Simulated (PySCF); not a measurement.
C4H8OSi. Atoms are numbered in the order given.

```xyz
14

C      3.2916    -0.2908    -0.5553
C      2.2140    -0.7953     0.0579
C      0.8768    -0.1927    -0.0226
C     -0.2217    -0.6737     0.5869
Si    -1.8780     0.1682     0.4168
O     -1.7839     1.3749    -0.7389
H      3.2244     0.6195    -1.1615
H      4.2739    -0.7647    -0.4724
H      2.3054    -1.7069     0.6615
H      0.7957     0.7199    -0.6292
H     -0.1184    -1.5851     1.1930
H     -2.9139    -0.8491     0.0551
H     -2.2868     0.8415     1.6782
H     -1.6812     1.0846    -1.6508
```

Coordinates come from a ωB97X-D3(BJ)/def2-SVP optimisation. The structure was generated by enumeration; whether it is a known compound was not checked. Other conformers were not sampled.

Method: PBE/pcSseg-1 (PySCF).

GIAO shieldings, no solvent; atoms listed in one row are averaged. δ = σ(ref) − σ: ¹³C against TMS (σ = 182.0 ppm); ²⁹Si against TMS (σ = 335.4 ppm); ¹⁷O against H2O (σ = 334.3 ppm); ¹H against TMS (σ = 31.49 ppm), references at their B3LYP-D3(BJ)/def2-TZVP geometries, non-relativistic.

Question: Estimate the chemical shifts. (An estimate is asked for; the answer gives what the named calculation found.)

Answer: 
| nucleus | atoms | count | δ (ppm) |
|---|---|---|---|
| ¹³C | C3 | 1 | 156.8 |
| ¹³C | C2 | 1 | 149.0 |
| ¹³C | C4 | 1 | 137.1 |
| ¹³C | C1 | 1 | 127.7 |
| ²⁹Si | Si5 | 1 | -23.1 |
| ¹⁷O | O6 | 1 | 17.8 |
| ¹H | H10 | 1 | 7.08 |
| ¹H | H9 | 1 | 6.77 |
| ¹H | H11 | 1 | 6.12 |
| ¹H | H7, H8 | 2 | 5.79 |
| ¹H | H12 | 1 | 5.74 |
| ¹H | H13 | 1 | 5.55 |
| ¹H | H14 | 1 | 0.68 |
